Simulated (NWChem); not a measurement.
System: SiBr₂, singlet; SMILES Br[Si]Br

Here is an NWChem input.

```
start job
memory heap 200 mb stack 900 mb global 1100 mb
geometry units angstroms noautosym nocenter noautoz
  Si     0.000000     0.000000     1.185950
  Br     1.755659     0.000000    -0.230749
  Br    -1.755659     0.000000    -0.230749
end
basis spherical
  * library def2-svp
end
dft
  xc pbe0
  iterations 150
end
cosmo
  do_cosmo_smd true
  solvent hexane
end
task dft energy
```

Excerpt of the output:

```
             Northwest Computational Chemistry Package (NWChem) 7.3.0
             --------------------------------------------------------

                             Geometry "geometry" -> ""
                             -------------------------

 Output coordinates in angstroms (scale by  1.889725989 to convert to a.u.)

  No.       Tag          Charge          X              Y              Z
 ---- ---------------- ---------- -------------- -------------- --------------
    1 Si                  14.0000     0.00000000     0.00000000     1.18595000
    2 Br                  35.0000     1.75565900     0.00000000    -0.23074900
    3 Br                  35.0000    -1.75565900     0.00000000    -0.23074900

 Effective nuclear repulsion energy (a.u.)     414.4917859960

                                 NWChem DFT Module
                                 -----------------

 Summary of "ao basis" -> "ao basis" (spherical)
 ------------------------------------------------------------------------------
       Tag                 Description            Shells   Functions and Types
 ---------------- ------------------------------  ------  ---------------------
 Si                         def2-svp                 8       18   4s3p1d
 Br                         def2-svp                12       32   5s4p3d

 in cosmo_initialize ...
 calling solv_data for solv:hexane

 solvent parameters
 solvname_short: hexane
 solvname_long:  n-hexane
 dielec:        1.8819
 dielecinf:     1.8903
 nonaqueous SMD model solvent descriptors
 dielec:        1.8819
 sola:          0.0000
 solb:          0.0000
 solc:          0.0000
 solg:         25.7500
 solh:          0.0000
 soln:          1.3749

          ---------------
          -cosmo- solvent
          ---------------
 Cosmo: York-Karplus, doi: 10.1021/jp992097l
 dielectric constant -eps-     =   1.88
 screen = (eps-1)/(eps    )    =   0.46862
 surface charge correction     = lagrangian

   van der Waals surface
 --------------------------

 ---------- ATOMIC COORDINATES (A.U.) ------------ VDWR(ANG.) --
     1    0.00000000    0.00000000    2.24112054     2.470
     2    3.31771444    0.00000000   -0.43605238     3.060
     3   -3.31771444    0.00000000   -0.43605238     3.060
 number of segments per atom =        128
 number of   points per atom =        128
 atom (   nspa,  nppa )
 ----------------------
    1 (     44,     0 )       0
    2 (     96,     0 )       0
    3 (     96,     0 )       0
 number of -cosmo- surface points =      236
 molecular surface =    191.753 angstrom**2
 molecular volume  =    222.326 angstrom**3
 -lineq- algorithm             =   0
 -bem- low  level              =   3
 -bem- from -octahedral-
 gaussian surface charge width =   4.50000
 degree of switching           =   1.00000
 switching function tolerance  =   0.00010
 atomic radii =
 --------------
    1 14.000  2.470
    2 35.000  3.060
    3 35.000  3.060
 ...... end of -cosmo- initialization ......

 nat:                     3
 ixmem:                   608
 calling mnsol_interface()
 G(SMD-CDS) energy (kcal/mol)  =    -4.143
 SMD-CDS SASA (angstrom**2)    =   131.129

            General Information
            -------------------
          SCF calculation type: DFT
          Wavefunction type:  closed shell.
          No. of atoms     :     3
          No. of electrons :    84
           Alpha electrons :    42
            Beta electrons :    42
          Charge           :     0
          Spin multiplicity:     1
          Use of symmetry is: off; symmetry adaption is: off
          Maximum number of iterations: 150
          AO basis - number of functions:    82
                     number of shells:    32
          Convergence on energy requested:  1.00D-06
          Convergence on density requested:  1.00D-05
          Convergence on gradient requested:  5.00D-04

              XC Information
              --------------
                         PBE0 Method XC Functional
                     Hartree-Fock (Exact) Exchange  0.250
          PerdewBurkeErnzerhof Exchange Functional  0.750
            Perdew 1991 LDA Correlation Functional  1.000 local
           PerdewBurkeErnz. Correlation Functional  1.000 non-local

             Grid Information
             ----------------
          Grid used for XC integration:  medium
          Radial quadrature: Mura-Knowles
          Angular quadrature: Lebedev.
          Tag              B.-S. Rad. Rad. Pts. Rad. Cut. Ang. Pts.
          ---              ---------- --------- --------- ---------
          Si                  1.10       88           8.0       590
          Br                  1.15      112          10.0       590
          Grid pruning is: on
          Number of quadrature shells:   312
          Spatial weights used:  Erf1

      Superposition of Atomic Density Guess
      -------------------------------------

 Sum of atomic energies:       -5432.91016138

      Non-variational initial energy
      ------------------------------

 Total energy =   -5433.282075
 1-e energy   =   -8392.133731
 2-e energy   =    2544.359871
 HOMO         =      -0.256310
 LUMO         =      -0.045338

   convergence    iter        energy       DeltaE   RMS-Dens  Diis-err
 ---------------- ----- ----------------- --------- --------- ---------
     COSMO gas phase
 d= 0,ls=0.0,diis     1  -5436.3720902772 -5.85D+03  1.61D-02  4.40D-01
 d= 0,ls=0.0,diis     2  -5436.3092389563  6.29D-02  1.06D-02  7.80D-01
 d= 0,ls=0.0,diis     3  -5436.4299358420 -1.21D-01  1.68D-03  1.23D-02
 d= 0,ls=0.0,diis     4  -5436.4321148755 -2.18D-03  3.10D-04  4.12D-04
 d= 0,ls=0.0,diis     5  -5436.4321731906 -5.83D-05  6.88D-05  5.23D-05
  Resetting Diis
 d= 0,ls=0.0,diis     6  -5436.4321797176 -6.53D-06  1.22D-05  2.85D-07
 d= 0,ls=0.0,diis     7  -5436.4321797877 -7.01D-08  2.22D-06  4.65D-09

   convergence    iter        energy       DeltaE   RMS-Dens  Diis-err
 ---------------- ----- ----------------- --------- --------- ---------
     COSMO solvation phase
 d= 0,ls=0.0,diis     1  -5436.4393555294 -7.18D-03  3.21D-04  6.62D-05
 d= 0,ls=0.0,diis     2  -5436.4393599730 -4.44D-06  1.38D-04  1.15D-04
 d= 0,ls=0.0,diis     3  -5436.4393813466 -2.14D-05  2.51D-05  1.69D-06
 d= 0,ls=0.0,diis     4  -5436.4393814783 -1.32D-07  6.77D-06  3.39D-07

         Total DFT energy =    -5436.439381478343
      One electron energy =    -8392.384823166425
           Coulomb energy =     2744.426276127497
    Exchange-Corr. energy =     -202.878988387414
 Nuclear repulsion energy =      414.491785996031

             COSMO energy =       -0.093632048032

 Numeric. integr. density =       84.000000705131

                                COSMO-SMD solvation results
                                ---------------------------

             internal energy in gas <Psi(g)|H|Psi(g)> =     -5436.432179787666
         internal energy in solvent <Psi(s)|H|Psi(s)> =     -5436.432152171088
                               delta internal energy  =         0.000027616578 (    0.02 kcal/mol)
   total free energy in solvent <Psi(s)|H+V/2|Psi(s)> =     -5436.432779807516
 polarization energy contribution <Psi(s)|V/2|Psi(s)> =        -0.000627636428 (   -0.39 kcal/mol)
    total free energy in solvent including G(SMD-CDS) =     -5436.439381478343
                       G(SMD-CDS) energy contribution =        -0.006601670826 (   -4.14 kcal/mol)
     1 M fixed-concentration free energy of solvation =        -0.007201690676 (   -4.52 kcal/mol)

                       DFT Final Molecular Orbital Analysis
                       ------------------------------------

 Vector   40  Occ=2.000000D+00  E=-3.223157D-01
              MO Center= -6.5D-08,  2.5D-08, -1.9D-01, r^2= 4.5D+00
   Bfn.  Coefficient  Atom+Function         Bfn.  Coefficient  Atom+Function
  ----- ------------  ---------------      ----- ------------  ---------------
    34      0.435076  2 Br py                66     -0.435076  3 Br py
    31      0.379054  2 Br py                63     -0.379054  3 Br py
    28     -0.252215  2 Br py                60      0.252215  3 Br py
    25      0.081937  2 Br py                57     -0.081937  3 Br py
    14      0.056001  1 Si d -2

 Vector   41  Occ=2.000000D+00  E=-3.067608D-01
              MO Center=  1.4D-07,  2.9D-08, -1.7D-01, r^2= 4.7D+00
   Bfn.  Coefficient  Atom+Function         Bfn.  Coefficient  Atom+Function
  ----- ------------  ---------------      ----- ------------  ---------------
    33      0.359131  2 Br px                65      0.359131  3 Br px
    30      0.318322  2 Br px                62      0.318322  3 Br px
    35      0.256822  2 Br pz                67     -0.256822  3 Br pz
    32      0.232073  2 Br pz                64     -0.232073  3 Br pz
    27     -0.209629  2 Br px                59     -0.209629  3 Br px

 Vector   42  Occ=2.000000D+00  E=-2.741827D-01
              MO Center=  9.1D-09, -1.3D-08,  7.9D-01, r^2= 4.2D+00
   Bfn.  Coefficient  Atom+Function         Bfn.  Coefficient  Atom+Function
  ----- ------------  ---------------      ----- ------------  ---------------
     3      0.437234  1 Si s                  4      0.374338  1 Si s
    35     -0.346020  2 Br pz                67     -0.346020  3 Br pz
    32     -0.281389  2 Br pz                64     -0.281389  3 Br pz
     2      0.249778  1 Si s                 10      0.240415  1 Si pz
    13      0.206884  1 Si pz                29      0.185084  2 Br pz

 Vector   43  Occ=0.000000D+00  E=-1.106866D-01
              MO Center= -1.4D-08,  4.0D-09,  9.6D-01, r^2= 3.3D+00
   Bfn.  Coefficient  Atom+Function         Bfn.  Coefficient  Atom+Function
  ----- ------------  ---------------      ----- ------------  ---------------
    12      0.688070  1 Si py                 9      0.425878  1 Si py
    34     -0.276178  2 Br py                66     -0.276178  3 Br py
     6     -0.217453  1 Si py                31     -0.177810  2 Br py
    63     -0.177810  3 Br py                28      0.117193  2 Br py
    60      0.117193  3 Br py                25     -0.037928  2 Br py

 Vector   44  Occ=0.000000D+00  E=-4.763509D-03
              MO Center= -1.4D-07,  7.3D-09,  6.5D-01, r^2= 4.1D+00
   Bfn.  Coefficient  Atom+Function         Bfn.  Coefficient  Atom+Function
  ----- ------------  ---------------      ----- ------------  ---------------
    13      0.940367  1 Si pz                33     -0.517461  2 Br px
    65      0.517461  3 Br px                 3     -0.505717  1 Si s
     4     -0.413438  1 Si s                 23      0.373169  2 Br s
    55      0.373169  3 Br s                 10      0.363866  1 Si pz
     2     -0.222072  1 Si s                 35      0.200127  2 Br pz

 Vector   45  Occ=0.000000D+00  E=-3.716207D-03
              MO Center=  9.6D-08, -1.4D-09,  1.1D+00, r^2= 3.9D+00
   Bfn.  Coefficient  Atom+Function         Bfn.  Coefficient  Atom+Function
  ----- ------------  ---------------      ----- ------------  ---------------
    11      1.076624  1 Si px                35     -0.411304  2 Br pz
    67      0.411304  3 Br pz                 8      0.371797  1 Si px
    23     -0.332556  2 Br s                 55      0.332555  3 Br s
    33      0.246709  2 Br px                65      0.246708  3 Br px
     5     -0.191298  1 Si px                22     -0.188820  2 Br s

     Multipole analysis of the density
     ---------------------------------

     L   x y z        total         alpha         beta         nuclear
     -   - - -        -----         -----         ----         -------
     0   0 0 0     -0.000000    -42.000000    -42.000000     84.000000

     1   1 0 0      0.000000      0.000000      0.000000      0.000000
     1   0 1 0     -0.000000     -0.000000     -0.000000      0.000000
     1   0 0 1      0.388040     -0.231991     -0.231991      0.852021

     2   2 0 0    -38.211467   -404.358752   -404.358752    770.506037
     2   1 1 0     -0.000000     -0.000000     -0.000000      0.000000
     2   1 0 1     -0.000000     -0.000000     -0.000000      0.000000
     2   0 2 0    -35.316519    -17.658259    -17.658259      0.000000
     2   0 1 1      0.000000      0.000000      0.000000      0.000000
     2   0 0 2    -36.583310    -60.104963    -60.104963     83.626615
```

Level: PBE0/def2-SVP, SMD on the gas-phase geometry. Low-valent species are run as closed-shell singlets; no triplet was tried in these runs. All runs use the structure optimised with PBE0/def2-SVP. Solvent: n-hexane.
